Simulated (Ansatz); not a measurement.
Relaxation of C₂H₄AlNS (9 atoms, charge 0, multiplicity 1), to a largest force component of 0.015 eV/Å in at most 40 steps.

Computed with RHF/def2-SVP in Ansatz.

```xyz
9
Properties=species:S:1:pos:R:3
N 0.966 0.494 -2.199
Al 0.501 -0.152 -0.478
C -0.041 -0.003 1.238
C 0.292 -1.329 0.849
S 0.616 -3.006 1.417
H 1.123 1.571 -2.090
H 0.067 0.477 -2.771
H -0.493 0.664 1.959
H 1.906 -2.780 1.858
```

Task: Where does it end, and by what steps?

Result: The forces met the threshold. After 12 steps the energy has fallen by 1.927 eV; H7 moved furthest, 1.15 Å.

```csv
step,energy less start (eV),largest force component (eV/Å),accepted
0,0.0000,4.146,yes
1,-0.9474,1.908,yes
2,-1.3564,0.830,yes
3,-1.5378,0.446,yes
4,-1.6576,0.391,yes
5,-1.7553,0.436,yes
6,-1.8095,0.603,yes
7,-1.8412,1.041,yes
8,-1.9060,0.291,yes
9,-1.9255,0.065,yes
10,-1.9256,0.108,yes
11,-1.9266,0.098,yes
12,-1.9269,0.010,yes
```

```xyz
9
Properties=species:S:1:pos:R:3
N 0.717 0.666 -2.098
Al 0.453 0.092 -0.460
C -0.079 0.059 1.302
C 0.527 -1.116 0.956
S 0.798 -2.506 1.985
H 0.442 1.565 -2.443
H 1.164 0.143 -2.826
H -0.492 0.323 2.272
H 1.406 -3.290 1.094
```

Whether the end is a true minimum wasn't checked by a vibrational analysis.

Run time: 31 s on 1 thread of Arm Neoverse V1, on a shared host, peak memory 0.18 GiB.
